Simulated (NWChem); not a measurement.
System: SiNH$_{3}$F$_{2}$; SMILES N[SiH](F)F

NWChem input:

```
start job
memory heap 200 mb stack 900 mb global 1100 mb
geometry units angstroms noautoz
  Si     0.314636     0.072964     0.004897
  N     -0.096145    -1.565979    -0.099814
  F     -0.095354     0.806740    -1.372093
  F     -0.507255     0.891478     1.132283
  H      1.753904     0.227615     0.288604
  H     -1.007025    -1.891006    -0.401158
  H      0.420167    -2.273495     0.407514
end
basis spherical
  Si library aug-pcseg-1
  N library aug-pcseg-1
  F library aug-pcseg-1
  H library aug-pcseg-1
end
dft
  xc xpbe96 cpbe96
  iterations 150
  mulliken
end
task dft energy
```

The geometry was optimised at PBE0/def2-SVP.

**Question.** Predict the main results of this run. (PBE/aug-pcseg-1.) Quantities: basis functions; energy (Ha); highest occupied level (eV); orbital gap (eV); dipole (D).

**Answer.** 
```json
{
 "number_of_basis_functions": "123",
 "energy (Ha)": "-545.44",
 "highest occupied level (eV)": "-6.98",
 "orbital gap (eV)": "6.07",
 "dipole (D)": "2.68"
}
```
